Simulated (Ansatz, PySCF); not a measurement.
C2H6N2Si, SMILES C#C[SiH](N)N. Atoms are numbered in the order given.

```xyz
11

C      2.5404    -0.2648     0.0735
C      1.3328    -0.0966     0.1614
Si    -0.5002     0.0998     0.3188
N     -1.4668    -1.1967    -0.2734
N     -0.8525     1.4935    -0.6284
H      3.6030    -0.4125    -0.0051
H     -0.7937     0.1359     1.7851
H     -1.3935    -1.4729    -1.2485
H     -1.6440    -2.0005     0.3208
H     -0.1601     2.2292    -0.7230
H     -1.7978     1.8620    -0.6651
```
Charge 0, spin multiplicity 1.

The structure is a stationary point at r2SCAN-D4/def2-SVP. This is a generated structure with no PubChem entry under its InChIKey; it may be hypothetical. One conformer was computed; it need not be the lowest.

Two levels are set side by side: PBE-D3(BJ)/def2-SVP (Ansatz, a program for electronic structure) and r2SCAN-D4/def2-SVP (Ansatz). Each level has its own optimised geometry; the coordinates shown are those of the second. Frequencies come from the Hessian of PySCF at each geometry. Differences are taken from unrounded values.

```
quantity                            r2SCAN-D4  PBE-D3(BJ)  PBE-D3(BJ) minus r2SCAN-D4
----------------------------------  ---------  ----------  --------------------------
mean bond length (Å)                    1.315       1.324                       0.009
bond C1–C2 (Å)                          1.222       1.230                       0.008
bond C2–Si3 (Å)                         1.850       1.855                       0.005
bond Si3–N4 (Å)                         1.722       1.735                       0.013
bond Si3–N5 (Å)                         1.721       1.735                       0.013
bond C1–H6 (Å)                          1.076       1.082                       0.007
bond Si3–H7 (Å)                         1.496       1.508                       0.012
bond N4–H8 (Å)                          1.016       1.024                       0.007
bond N4–H9 (Å)                          1.015       1.023                       0.008
bond N5–H10 (Å)                         1.015       1.022                       0.008
bond N5–H11 (Å)                         1.015       1.023                       0.008
highest harmonic wavenumber (cm⁻¹)       3688        3596                         -92
mean harmonic wavenumber (cm⁻¹)          1302        1270                         -32
zero-point energy (kcal/mol)            50.25       49.03                       -1.22
```
